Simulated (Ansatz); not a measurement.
Species: CH5O3Si (charge 0, doublet). It need not be the lowest isomer of its formula. SMILES: C[Si]([O])(O)O
Coordinates optimised at B3LYP-D3(BJ)/def2-TZVP (Ansatz, a program for electronic structure):
```xyz
10

Si     0.0812    -0.0102    -0.0005
C     -1.7835     0.1239    -0.0562
O      0.2989    -1.4000    -0.8838
O      0.8505     1.2914    -0.6232
O      0.6877    -0.0959     1.5157
H     -2.2693    -0.7354     0.4055
H     -2.1557     0.2285    -1.0751
H     -2.0511     1.0222     0.5081
H      0.8014     1.4266    -1.5723
H      0.5422    -0.9068     2.0085
```
Charge 0, spin multiplicity 2.

Parts of the frozen-core correlation energy in 6-31G (Ansatz, hartree). Frozen orbitals: 9; correlated occupied orbitals by spin: 16 and 15; virtual: 34 and 35. Open shells are spin-unrestricted. No spin-orbit coupling. No relativistic terms.

| term | value |
|---|---|
| reference (HF) | -554.20345 |
| MP2 opposite-spin | -0.35420 |
| MP2 same-spin | -0.11550 |
| CCSD correlation | -0.49870 |
| (T) | -0.00880 |
| T1 diagnostic | 0.015 |
| largest doubles amplitude | 0.029 |
| <S^2> of the reference | 0.755 |
